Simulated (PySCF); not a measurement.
Atoms are numbered as in `[CH3:1][C@@H:2]([SiH3:3])[O:4][Si@H:5]([OH:6])[C:7]#[C:8][SiH3:9]`; H(Xn) means a hydrogen on atom n.

All values are calculated (PySCF): NMR shieldings at PBE0/pcSseg-1/GIAO, coordinates at the GFN2-xTB level. No relativistic terms, rapidly exchanging positions averaged, isolated molecule, one conformer.

Shifts are taken against calculated references (same method and geometry level): ¹³C and ¹H and ²⁹Si vs TMS; H2O for ¹⁷O.

```
 atoms  nucleus  count  δ (ppm)
H(Si3)       ¹H      3        ?
    O6      ¹⁷O      1     46.2
   Si9     ²⁹Si      1        ?
    C7      ¹³C      1    122.5
    C8      ¹³C      1    106.4
 H(C2)       ¹H      1     4.07
    C1      ¹³C      1     23.8
   Si5     ²⁹Si      1        ?
   Si3     ²⁹Si      1    -66.0
H(Si5)       ¹H      1        ?
H(Si9)       ¹H      3     4.23
    C2      ¹³C      1     59.7
    O4      ¹⁷O      1     56.6
 H(C1)       ¹H      3        ?
 H(O6)       ¹H      1     2.05
```

**Question.** Fill in the missing shifts.

**Answer.** 
- H(Si5): 4.60 ppm, hydrogen on a silicon bonded to C, 2 O
- H(Si3): 3.92 ppm, hydrogen on a silicon bonded to C
- H(C1): 1.51 ppm, hydrogen on a methyl carbon
- Si5: -58.9 ppm, silicon bonded to C, 2 O, H
- Si9: -99.7 ppm, silicon bonded to C, 3 H

OH and NH positions are those of a molecule without intermolecular hydrogen bonds; in solution they move with solvent, concentration and temperature, and exchange usually removes their couplings. Shifts are as computed. Against solution values, carbons near 30 ppm lie about +3 ppm off and those near 130 ppm about +5 ppm. Of 1211 compounds with measured shifts, 218 miss one by over three times the rms of a fit or turn the order of signals round; such compounds aren't used in these exercises. Experimental scales use liquid or dissolved standards, which lie at an offset from isolated H2O (liquid H2O: subtract about 36 ppm).
